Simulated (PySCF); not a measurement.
# Broadened absorption spectrum of AlCl2(SMe)

Compound: AlCl2(SMe), CH3AlCl2S.
SMILES: `C[S][Al]([Cl])[Cl]`

Computed with TDDFT wB97X-D/def2-SVPD, vertical, gas phase, core orbitals frozen in the response in PySCF 2.14.0, density-fitted response routines. One conformer (not necessarily the lowest) at the PBE0-D3(BJ)/def2-SVP geometry, without solvent, vibrations or thermal averaging.

Computed states:

| state | E (eV) | f |
| --- | --- | --- |
| S1 | 5.51 | 0.022 |
| S2 | 6.06 | 0.050 |
| S3 | 6.15 | 0.0056 |
| S4 | 6.96 | 0.0062 |
| S5 | 7.12 | 0.319 |
| S6 | 7.28 | 0.027 |
| S7 | 7.45 | 0.0003 |
| S8 | 7.46 | 0.0006 |
| S9 | 7.55 | 0.0008 |
| S10 | 7.64 | 0.030 |
| S11 | 7.81 | 0.043 |
| S12 | 7.98 | 0.033 |
| S13 | 7.98 | 0.024 |
| S14 | 8.01 | 0.067 |

Each state is given a Gaussian of 0.25 eV full width at half maximum, with ε(max) = 2.175×10⁸ f / Δν̃ (Δν̃ the width in cm⁻¹). The width is an assumption, not a result. The curve ends short of the highest state used, and states not computed would add to its high-energy end.

Q: Give the broadened spectrum and its maxima.

A: 
E (eV), ε (L mol⁻¹ cm⁻¹) and a bar:
```
     5.14          5 
     5.24         86 
     5.34        628 #
     5.43       1750 #
     5.53       2354 ##
     5.63       1305 #
     5.73        337 
     5.83        520 
     5.93       2538 ##
     6.03       5484 #####
     6.13       5054 ####
     6.22       2323 ##
     6.32        466 
     6.42         44 
     6.52          2 
     6.62          4 
     6.72         79 
     6.82        926 #
     6.92       6584 ######
     7.01      21085 ##################
     7.11      35434 ##############################
     7.21      26294 ######################
     7.31       9674 ########
     7.41       2582 ##
```

Maxima: 225 nm (5.51 eV), ε about 2400, made up of S1 (100%); 204 nm (6.07 eV), ε about 5900, made up of S2 (92%); 174 nm (7.12 eV), ε about 36000, made up of S5 (97%) (ε in L mol⁻¹ cm⁻¹; maxima over ε = 5, shares over 10%).

Q: Coming from long wavelengths, where does ε first pass 100 L mol⁻¹ cm⁻¹?

A: At about 236 nm (5.25 eV), 0.27 eV below S1.

Q: What would ε be at 7.12 eV, the highest of these maxima, with half the width (0.125 eV)?

A: About 68900 L mol⁻¹ cm⁻¹ against 35700, a factor of about 1.9; a lone state at its own centre would give exactly 2.

Q: On this curve, what absorbance would a 10⁻³ mol/L sample give at 193 nm over a 1 cm path?

A: 193 nm is 6.424 eV, where ε is about 40 L mol⁻¹ cm⁻¹, so A = ε c l ≈ 0.04 (Beer–Lambert, with the gas-phase spectrum and the assumed width).
